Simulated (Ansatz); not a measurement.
Reaction (ligand exchange at a B–C bond): `CB(N)F` + H₂Te → `NB(F)[TeH]` + CH₄

Computed with Ansatz on PBE0-D4/def2-TZVP structures; ΔE is electronic, products minus reactants. CBS: MP2 limit from def2 TZ/QZ plus the TZ coupled-cluster correction, frozen cores. This one scheme is used for every species. DFT in def2-TZVPP. B3LYP here is the variant with VWN-RPA as its local correlation; programs differ in this. Elements past krypton have def2 core potentials. For Te outer-core shells are correlated without core-valence functions, which leaves a few kJ/mol of doubt a bond. Each species was taken in one conformer, which may not be the lowest.

`CB(N)F`:

Cartesian coordinates in Å:
```
C -0.102 0.474 1.089
B -0.385 0.027 -0.385
N 0.508 -0.697 -1.178
F -1.567 0.356 -0.944
H -0.165 1.563 1.172
H 0.874 0.161 1.463
H -0.868 0.072 1.759
H 0.294 -0.967 -2.123
H 1.411 -0.989 -0.854
```

H₂Te:

```xyz
3

Te   -0.539   -0.389    0.403
H     1.116   -0.341    0.414
H    -0.577    0.730   -0.817
```

`NB(F)[TeH]`:

Z-matrix (Å, degrees):
```
N
B 1 1.390
H 1 1.003 2 123.7
H 1 1.007 2 121.4 3 180.0
F 2 1.336 1 119.5 3 -180.0
Te 2 2.181 1 124.6 3 0.0
H 6 1.658 2 93.2 1 0.0
```

CH₄:

```xyz
5

C     0.000    0.000    0.000
H     0.120    0.443   -0.988
H    -0.819   -0.718   -0.021
H    -0.222    0.783    0.724
H     0.921   -0.508    0.285
```

**Question.** Is it downhill or uphill in electronic energy at CCSD(T)/CBS, and by how much? (An estimate is asked.)

**Answer.** The calculation gave: Downhill: ΔE = -37.6 kJ/mol.

**Question.** What do these levels give: r2SCAN-D4, PBE0, B3LYP, MP2/def2-SVP, MP2/def2-TZVPP, CCSD(T)/def2-TZVPP? (Best estimate.)

**Answer.** Ansatz gave: r2SCAN-D4 -36.7, PBE0 -33.8, B3LYP -30.6, MP2/def2-SVP -34.4, MP2/def2-TZVPP -41.8, CCSD(T)/def2-TZVPP -33.7 kJ/mol.

Largest T1 diagnostic among the species: 0.012.

The D4 term adds −4.2 kJ/mol with B3LYP and −2.1 kJ/mol with PBE0; it sums over pairs of atoms, weighted by their polarisabilities, and B3LYP, whose exchange is more repulsive, gets the larger term. Leaving LDA and LC-ωPBE aside and taking each functional with its dispersion term where it has one, the values, not all of them listed here, spread over 10.9 kJ/mol, from revPBE-D4 to B97M-V. LDA lies +5.5 kJ/mol from PBE without D4. From BLYP to BHLYP (50 % exact exchange), in def2-TZVPP and without D4, ΔE moves by +4.6 kJ/mol.
